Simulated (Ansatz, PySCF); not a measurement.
Stretching the N3–H4 bond in CdH3N (SMILES [NH2][CdH]) (multiplicity 1 held, fragments rigid). Energies count from the point at 1.013 Å.
Geometry at that point (charge 0, multiplicity 1):
```xyz
5

Cd    -0.1932    -0.0408    -0.2275
H     -1.2093    -0.2364    -1.5204
N      1.1617     0.2684     1.2504
H      1.4991    -0.5755     1.6986
H      0.8497     0.8903     1.9872
```

Unrestricted levels (U-) break spin symmetry where that is lower. Active spaces are followed from a long bond inwards. Levels need not reach the same state.

Frozen-core correlation. Rows in 3-21G, LANL2DZ carry no dispersion term and start afresh at each structure; the Pople sets are all-electron and without relativity. LANL2DZ brings its own core potentials from Na on.

The values were computed with Ansatz (Gaussian basis) for Hartree–Fock, density functionals and correlated methods; PySCF for 3-21G rows, LANL2DZ rows. Each number belongs to the level named beside it. In def2 rows elements past Kr take small-core potentials, without spin–orbit coupling.

Other levels give for the energy at R = 3.243 Å: U-PBE/def2-TZVPP 4.830; U-B3LYP/def2-TZVPP 4.818; U-wB97X-V/def2-TZVPP 4.888; FIC-MRCISD+Q on CASSCF(2,2)/def2-TZVPP 4.841 eV.

Common cheap choices:

```
level            energy at R = 3.243 Å (eV)
---------------  --------------------------
R-HF/3-21G                            8.544
U-HF/LANL2DZ                          3.586
R-B3LYP/LANL2DZ                       6.681
U-B3LYP/LANL2DZ                       4.818
```

Doubts at one or more of the structures used: a restricted determinant that unrestricted orbitals would lower (R-HF/3-21G); a spin-contaminated determinant (U-HF/LANL2DZ, U-B3LYP/LANL2DZ, U-PBE/def2-TZVPP, U-B3LYP/def2-TZVPP, U-wB97X-V/def2-TZVPP).

Ansatz is an electronic-structure program.
